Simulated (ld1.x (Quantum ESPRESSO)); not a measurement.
# Which change was made? (N, TM)

N, norm-conserving Troullier–Martins (Kleinman–Bylander form), made with ld1.x (Quantum ESPRESSO) 7.5 (PBE, non-relativistic). Core [He], reference 2s2 2p3. Waves: 2s (bound): rc 0.65 bohr; 2p (bound): rc 1.20 bohr. Local part: the p channel. Core correction: none.

Cutoffs, loose and tight: the cutoffs (Ry, on a coarse ladder) from which the occupation-weighted sum of valence levels, in a spherical-Bessel basis at the reference potential, stays within 10 and 1 mRy of its value at 400 Ry. They do not see the model core or the augmentation charge, which bear on the density cutoff. Test errors are all-electron minus pseudo excitation energies from the reference, over the configurations 2s2 2p2; 2s2 2p1; 2s2 2p0; 2s1 2p0; 2s2 2p2.5; 2s0 2p5; 2s2 2p3.3; variants that change the core or the reference have their own tests.

The base gives: outcome: generated; cutoff, loose: 160 Ry; cutoff, tight: over 300 Ry; bound ghosts: none; largest test error (meV): +790.

After one change the result is: outcome: generated; cutoff, loose: 200 Ry; cutoff, tight: over 300 Ry; bound ghosts: none; largest test error (meV): +787. Which change was it?
A. all radii scaled by about 1.11 (s 0.72, p 1.34 bohr)
B. all radii scaled by about 0.85 (s 0.56, p 1.02 bohr)
C. all radii scaled by about 0.95 (s 0.62, p 1.14 bohr)
D. all radii scaled by about 1.30 (s 0.84, p 1.56 bohr)

C. The others give: all radii scaled by about 1.30 (s 0.84, p 1.56 bohr) → outcome: generated; cutoff, loose: 55 Ry; cutoff, tight: 140 Ry; bound ghosts: none; largest test error (meV): +1260 | all radii scaled by about 1.11 (s 0.72, p 1.34 bohr) → outcome: generated; cutoff, loose: 120 Ry; cutoff, tight: 260 Ry; bound ghosts: none; largest test error (meV): +916 | all radii scaled by about 0.85 (s 0.56, p 1.02 bohr) → outcome: generated; cutoff, loose: 260 Ry; cutoff, tight: 300 Ry; bound ghosts: none; largest test error (meV): +807.
